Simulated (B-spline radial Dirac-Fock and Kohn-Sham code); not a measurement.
Mn⁴⁺: photoemission with 600 eV photons

System: manganese as Mn⁴⁺, [Ar] 3d3.

Input of the calculation (task.json; shells as n, l, electrons):

```json
{"items": [{
  "Z": 25,
  "q": 4,
  "cfg": [[1, 0, 2], [2, 0, 2], [2, 1, 6], [3, 0, 2], [3, 1, 6], [3, 2, 3]],
  "A": 55,
  "rrms": 3.7057,
  "do": ["binding", "quiet", "photo", "scan"],
  "hv": [21.22, 86.5, 100, 114.0, 471.0, 600, 2680.0, 5414.7, 6750.0, 10100.0, 15000, 17479.3, 33700.0, 59318.2, 150000, 159000.0]
}]}
```

Command: `python xray_run.py task.json out`

Level of theory: Dirac-Hartree-Slater photoionisation with all multipoles and Dirac-Fock thresholds; a radial finite-basis atomic code. The asymmetry parameter β is from the dipole term alone. Kinetic energies are from the vacuum level. Open shells are spread statistically over j, without multiplet splitting.

The last column is dσ/dΩ = σ/(4π) · [1 − (β/2) P₂(cos θ)] at θ = 0° from the beam of unpolarised light.

```
  subshell  electrons  binding (eV)  kinetic (eV)  σ (kb)     β  dσ/dΩ (kb/sr)
   M1 (3s)          2         161.0         439.0    53.1  2.00            ≈ 0
M2 (3p1/2)          2         123.2         476.8    60.3  1.62          0.916
M3 (3p3/2)          4         121.8         478.2       ?     ?              ?
M4 (3d3/2)        1.2         70.02         530.0    11.0  1.17          0.363
M5 (3d5/2)        1.8         69.88         530.1    16.2  1.16          0.544
```

Q: What are σ and β for M3 (3p3/2)?

A: σ = 119 kb, the largest of all subshells and 46 % of the total, and β = 1.63, which gives dσ/dΩ = 1.77 kb/sr.
